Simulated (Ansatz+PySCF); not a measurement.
# singlet SiF4: levels of theory in one basis

| atom | x (Å) | y (Å) | z (Å) |
| --- | --- | --- | --- |
| Si | 0.0000 | 0.0000 | 0.0000 |
| F | 0.9158 | 0.9158 | 0.9158 |
| F | 0.9158 | -0.9158 | -0.9158 |
| F | -0.9158 | 0.9158 | -0.9158 |
| F | -0.9158 | -0.9158 | 0.9158 |

Basis set: def2-SVP (spherical functions). Frozen core: 9 orbitals. Charge 0, multiplicity 1.

Computed with Ansatz (development build ahead of 0.2.0); each method stands on the lowest determinant of its kind that the runs found. NEVPT2 correlates all electrons. Active spaces start from the frontier orbitals, and the lowest solution found is given.

```csv
method,E − E(RHF) (eV),<S²> of the determinant
RHF,0.00,0.00
RHF-MP2,-22.55,–
RHF-CCSD,-22.73,–
"CASSCF(2,2)",-0.46,–
"SC-NEVPT2(2,2)",-22.90,–
```

What does RHF-CCSD(T) give on the same scale?

-23.05 eV.

Is a single determinant a sound starting point here?

By this sign, yes. Unrestricted orbitals gain 0.00 eV and <S²> is 0.00 against 0.00 for a pure state. The CASSCF(2,2) natural occupations are 1.99, 0.01.
